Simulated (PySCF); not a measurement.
**Excitation energy of Xe(2+) by level of theory**

Xe(2+) [Kr] 4d10 5s2 5p4 (3P) → Xe(2+) [Kr] 4d10 5s1 5p4 6s1 (5P), as a difference of total energies. Calculation: PySCF 2.14, in aug-cc-pwCVTZ-DK3 with one added diffuse shell each of s, p, d, f type (11s10p8d5f1g, 125 functions); scalar relativity by spin-free X2C-1e. Correlated levels: valence: [Kr] 4d10 frozen; valence and next inner shell: [Ar] 3d10 frozen. The calculations carry no spin-orbit coupling.

```tsv
method	excitation energy (eV)
UHF	26.906
LDA	27.728
PBE	27.391
PBE0	27.547
r2SCAN	27.600
wB97M-V	27.654
BHandHLYP	27.865
wB97X	28.472
MP2 (valence)	26.753
SCS-MP2 (valence)	26.922
MP2 (valence and next inner shell)	27.215
SCS-MP2 (valence and next inner shell)	27.263
```

Problem. How much does correlation contribute at MP2 (valence and next inner shell)?

Solution. 27.215 − (26.906) = 0.309 eV, measured against UHF.

A first-order spin-orbit estimate (lowest level to lowest level, LS coupling) adds -0.053 eV.

The promoted electron is Rydberg-like, and one or two diffuse shells describe it only roughly, which tends to raise the upper state.
